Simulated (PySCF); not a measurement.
# Radial density of Te²⁺ (tellurium, charge +2)

UHF, [Kr] 4d10 5s2 5p2, high-spin 3P determinant. All numbers are calculated (PySCF 2.14, the spin-free X2C one-electron Hamiltonian (Gaussian nucleus), in aug-cc-pwCVTZ-DK3 (10s9p7d4f1g, 109 functions)).

```tsv
r (bohr)	4πr²ρ (e/bohr)	4πr²(ρα − ρβ)
0.0279	62.26	0.0171
0.0470	61.64	0.0416
0.0790	86.01	0.0323
0.133	67.06	-0.0104
0.224	70.53	0.0848
0.376	42.33	-0.0006
0.632	25.22	0.2043
1.06	15.70	-0.0237
1.79	3.730	1.0546
3.01	0.9205	0.5784
5.06	0.02237	0.0184
```

Densities and radii are taken from the X2C orbitals without a picture-change correction, which distorts them close to the nucleus.

Q: Where is the radial spin density 4πr²(ρα − ρβ) most negative, and why is it negative at all?

A: Around r = 1.06 bohr, down to -0.0237 e/bohr: exchange with the open shell polarises the paired shells in an unrestricted calculation.
